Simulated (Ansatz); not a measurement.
Input for Ansatz (a program for electronic structure): R-CCSD(T)/aug-cc-pV(D+d)Z on CHClO2 (a complex), monomers drawn apart or pushed together. Files ending in .json are basis or fitting sets from the Basis Set Exchange.

Ansatz 0.2 input:
```yaml
crystal:
  periodic: [false, false, false]
  atoms:
    - {symbol: Cl, position_ang: [-0.86779556, 1.14722375, 0.28731765]}
    - {symbol: H, position_ang: [-0.15375625, 0.37126615, 1.02104946]}
    - {symbol: O, position_ang: [1.01285508, -1.03346064, 3.46517419]}
    - {symbol: C, position_ang: [0.84792914, -0.99930919, 4.61498854]}
    - {symbol: O, position_ang: [0.68708737, -0.96861061, 5.76001025]}
basis:
  gaussian:
    orbitals: aug-cc-pV_D+d_Z.json
magnetization: {spin_polarized: false}
correlation: {method: ccsd_t, electrons: outside_noble_gas}
scf: {lower_state_search: off}
```

The log:

```
WARN ansatz: RAYON_NUM_THREADS=1 ignored (pool sized by the plan → 1); use --threads N
Functional definition: HF
these checks for a lower state are left out or cut short: stability, starts, cluster_reference, orbital_swaps, neighbouring_geometries, increment
integrals: 0.16 GiB planned
1065 factors; integrals over basis functions are off by at most 8.0e-4 eV
mean field: 0.30 GiB planned
mean field evaluation 1: about -17623.6524 eV, gradient 3.8e1 eV
mean field evaluation 2: about -17623.6587 eV, gradient 3.8e1 eV
mean field evaluation 4: about -17626.3884 eV, gradient 2.7e0 eV
mean field evaluation 8: about -17626.4166 eV, gradient 2.5e-4 eV
mean field -17626.41657096 eV, -647.7588613684 hartree, gradient 3.8e-6 eV, S^2 0.000000; 0 other end points of the search recorded, 0 dependent functions left out
8 core orbitals not correlated
reference -17626.41657096 eV, -647.7588613684 hartree; 12, 12 occupied and 90, 90 virtual orbitals, 1065 factors
second order -18.18370214 eV of doubles, -0.00000000 eV of singles
coupled cluster: 0.39 GiB planned
cycle   1  -17.91079592 eV  change    2.7e-1 eV  update   1.2e-1
cycle   2  -18.43866702 eV  change   -5.3e-1 eV  update   3.9e-2
cycle   3  -18.57138548 eV  change   -1.3e-1 eV  update   1.7e-2
cycle   4  -18.55960778 eV  change    1.2e-2 eV  update   2.9e-3
cycle   5  -18.55944074 eV  change    1.7e-4 eV  update   9.4e-4
cycle   6  -18.55975528 eV  change   -3.1e-4 eV  update   2.4e-4
cycle   7  -18.55954849 eV  change    2.1e-4 eV  update   8.0e-5
cycle   8  -18.55955819 eV  change   -9.7e-6 eV  update   2.1e-5
perturbative correction -0.69115159 eV, -0.0253993524 hartree
Total energy: -17645.66728074 eV, -648.4663119043 hartree
Checks for a lower state left out: stability, starts, cluster_reference, orbital_swaps, neighbouring_geometries, increment
```

Self-consistency was reached.

Cost: very roughly 7 core-seconds.
